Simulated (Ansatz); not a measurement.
[GeH3]- (GeH3⁻). Charge -1, multiplicity 3. Geometry r2SCAN-D4/def2-TZVPD, that of the charge -1 singlet; atoms count from 1.

```xyz
4

Ge   -0.094   -0.616   -0.251
H    -1.161    0.140    0.689
H     0.126    0.698   -1.158
H     1.130   -0.222    0.720
```

The highest occupied level of the charge -1 triplet lies above zero (up to 2.47 eV). By energy differences it is unbound by 1.33 eV (vertical, against the charge 0 doublet, at PBE0-D4/def2-TZVPD) and held by the finite basis. At PBE0-D4/def2-TZVPD a singlet of charge -1 lies 3.42 eV below the triplet at the same geometry.

(1) Estimate the Mulliken populations from the PBE0/def2-TZVPD orbitals of Ansatz.

(2) Where does the spin sit?

Results:

(1) 
```tsv
atom	charge (e)	spin (α − β)
Ge1	-2.10	2.40
H2	0.37	-0.13
H3	0.37	-0.13
H4	0.37	-0.13
```
Mulliken values depend strongly on the basis. With diffuse functions, as here, like atoms can get unlike values, and bond orders can come out too low or too high.

(2) Summed by element: Ge 2.40, H -0.40, of 2 unpaired in all. Largest on single atoms: Ge1 2.40, H2 -0.13, H3 -0.13.
